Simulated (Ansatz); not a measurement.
One change: `C=CSC(F)(F)F` becomes `C=CCSC(F)(F)F`.

Ansatz, PBE0-D4/def2-TZVP geometries, multiplicity 1. Each molecule was computed in one conformer, which needn't be the lowest.

```tsv
property	`C=CSC(F)(F)F`
HOMO–LUMO gap (PBE/def2-TZVPP) / eV	4.61
HOMO energy (B3LYP/def2-TZVPP) / eV	-6.90
LUMO energy (PBE/def2-TZVPP) / eV	-1.37
HOMO–LUMO gap (PBE0/def2-TZVPP) / eV	6.70
HOMO energy (PBE/def2-TZVPP) / eV	-5.97
size of the dipole moment (B3LYP/def2-TZVPP) / D	1.72
```

**Question.** What does the change do to each property? (An estimate is asked.)

**Answer.** Ansatz gave: 
```tsv
property	`C=CCSC(F)(F)F`	shift
HOMO–LUMO gap (PBE/def2-TZVPP) / eV	4.80	0.19
HOMO energy (B3LYP/def2-TZVPP) / eV	-7.26	-0.36
LUMO energy (PBE/def2-TZVPP) / eV	-1.40	-0.03
HOMO–LUMO gap (PBE0/def2-TZVPP) / eV	7.10	0.40
HOMO energy (PBE/def2-TZVPP) / eV	-6.20	-0.23
size of the dipole moment (B3LYP/def2-TZVPP) / D	2.29	0.57
```

Dipoles are sizes alone; their direction can turn.

B3LYP here is the variant with VWN-RPA as its local correlation; programs differ in this.
